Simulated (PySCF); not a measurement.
An unknown shows these calculated signals:

$^{1}$H NMR (400 MHz, computed): δ 3.29 (m, 1H), 3.24 (m, 1H), 1.48 (m, 1H), 1.33 (m, 1H).

$^{13}$C{$^{1}$H} NMR (computed): δ 135.4 (C), 84.4 (C), 8.1 (CH2).

Non-relativistic, no solvent model, single conformer, fast rotation and ring inversion assumed for equivalent nuclei. NMR shieldings at PBE0/pcSseg-1/GIAO; GFN2-xTB structure; PySCF 2.14.0 with density-fitted response routines.

References, each an isolated molecule treated in the same way: $^{1}$H and $^{13}$C against TMS.

Which of these does the molecule contain: a benzene ring, a CF3 group, a vinyl group CH=CH2, an NH or NH2 group, a three-membered ring, a Si–H bond?

## Answers


- A benzene ring: no.
- A CF3 group: yes (δC 135.4).
- A vinyl group CH=CH2: no.
- An NH or NH2 group: no.
- A three-membered ring: yes.
- A Si–H bond: yes (δH 3.24 (m), 3.29 (m)).

The data belong to `[SiH2]1[C@](C(F)(F)F)(F)C1`, C3H4F4Si; they needn't prove each group on their own.

Carbon signals by region: 1 in the sp2 and nitrile region (100–160 ppm), 1 at 50–100 ppm, 1 below 50 ppm.

Splittings by $^{19}$F in the carbon and heteronuclear signals aren't shown, as no couplings were computed. Shifts are as computed. Against solution values, carbons near 30 ppm lie about +3 ppm off and those near 130 ppm about +5 ppm. Of 1313 compounds with measured shifts, 239 miss one by over three times the rms of a fit or turn the order of signals round; such compounds aren't used in these exercises. Multiplicities follow the n + 1 count of equivalent neighbours, as no J values were calculated; m marks all less simple cases, F and P coupling included.
